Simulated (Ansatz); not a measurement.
Abridged output of a molecular run in Ansatz:

```
Functional definition: HF
1299 factors; integrals over basis functions are off by at most 1.1e-3 eV
mean field evaluation 1: about -22267.8006 eV, gradient 3.5e1 eV
mean field evaluation 2: about -22268.2129 eV, gradient 3.5e1 eV
mean field evaluation 4: about -22271.5116 eV, gradient 5.3e0 eV
mean field evaluation 8: about -22271.6165 eV, gradient 3.7e-1 eV
mean field evaluation 16: about -22271.6172 eV, gradient 1.6e-6 eV
mean field -22271.61718244 eV, -818.4668352104 hartree, gradient 1.6e-6 eV, S^2 0.000000; 0 other end points of the search recorded, 0 dependent functions left out
13 core orbitals not correlated: weight in the atoms' cores, before any rotation towards them, 1.000 or more for the frozen orbitals, at most 0.000 for the correlated occupied ones
reference -22271.61718244 eV, -818.4668352104 hartree; 13, 13 occupied and 193, 193 virtual orbitals, 1299 factors
second order -21.40929712 eV of doubles, -0.00000000 eV of singles
cycle   1  -21.42773498 eV  change   -1.8e-2 eV  update   1.2e-1
cycle   2  -22.09544111 eV  change   -6.7e-1 eV  update   3.7e-2
cycle   3  -22.23197349 eV  change   -1.4e-1 eV  update   1.7e-2
cycle   4  -22.22627377 eV  change    5.7e-3 eV  update   4.5e-3
cycle   5  -22.22882145 eV  change   -2.5e-3 eV  update   2.2e-3
cycle   6  -22.22954734 eV  change   -7.3e-4 eV  update   5.9e-4
cycle   7  -22.22941024 eV  change    1.4e-4 eV  update   2.6e-4
cycle   8  -22.22942471 eV  change   -1.4e-5 eV  update   8.9e-5
cycle   9  -22.22941105 eV  change    1.4e-5 eV  update   3.8e-5
cycle  10  -22.22937827 eV  change    3.3e-5 eV  update   1.2e-5
cycle  11  -22.22937341 eV  change    4.9e-6 eV  update   4.0e-6
perturbative correction -1.17144145 eV, -0.0430496791 hartree
Total energy: -22295.01799730 eV, -819.3267992949 hartree
```

Its atoms:

```xyz
8

N     1.716   -1.308   -2.093
C     1.010   -0.633   -1.481
Si   -0.134    0.436   -0.525
C    -0.530   -0.093    1.182
S     0.615    1.383    1.155
H    -1.105    1.075   -1.428
H    -0.067   -0.988    1.587
H    -1.506    0.128    1.603
```

Question: Which basis set was used?
A. def2-TZVPP
B. def2-TZVPPD
C. def2-SVPD
D. def2-QZVPP

Answer: A. It gives 219 functions.

Question: Write the keys of the input that set method, charge and spin (a neutral closed shell needs none for the last two).

Answer: 
```yaml
correlation: {method: ccsd_t}
```
